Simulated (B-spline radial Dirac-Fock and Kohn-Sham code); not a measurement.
Core and valence levels of Sr⁺

System: the Sr⁺ ion, configuration [Kr] 5s1, inside a Watson sphere of charge -1 and radius 1.6 Å (a model of the Madelung potential; inside it an electron's potential energy is raised by 9.0 eV); nuclear rms radius 4.224 fm (A = 88).

Calculated with a radial finite-basis atomic code, using relaxed Dirac-Fock hole states (ΔSCF) with Breit and QED corrections and a finite nucleus. Electron correlation is not included. Energies are counted from the vacuum level. Subshells whose hole state is unreliable or did not converge are left out.

All terms are in eV, carry their sign (relaxation lowers the binding energy) and add up to the binding energy; ⟨r⟩ is the mean radius of the orbital in the initial state.

```
subshell  −ε (Koopmans)  relaxation   Gaunt  retardation  self-energy  vacuum polarisation  binding energy  ⟨r⟩ (bohr)
      1s        16206.5      -55.02  -28.29         2.01       -14.52                 1.57         16112.2       0.039
      2s         2261.2      -27.70   -2.16         0.08        -1.62                 0.16          2229.9       0.172
   2p1/2         2049.8      -30.36   -4.04         0.43         0.17                -0.01          2016.0       0.148
   2p3/2         1980.8      -29.77   -2.86         0.49         0.02                -0.01          1948.7       0.152
      3s          378.5       -9.17   -0.22         0.00        -0.27                 0.03           368.8       0.489
   3p1/2          300.1       -9.27   -0.48         0.05         0.03                 0.00           290.4       0.489
   3p3/2          289.1       -9.03   -0.29         0.06         0.01                 0.00           279.8       0.499
   3d3/2          151.8       -9.66   -0.04        -0.01         0.03                 0.00           142.1       0.494
   3d5/2          149.9       -9.56    0.04        -0.01         0.03                 0.00           140.4       0.498
   4p1/2          29.08       -1.78   -0.04         0.00         0.01                 0.00           27.27       1.542
   4p3/2          27.81       -1.73   -0.01         0.00         0.01                 0.00           26.07       1.573
      5s           4.03       -0.01    0.00         0.00         0.00                 0.00            4.02       5.219
```

For the deepest level, K (1s), the Breit terms make up -0.163 % of the binding energy, QED -0.080 % and orbital relaxation -0.342 %.
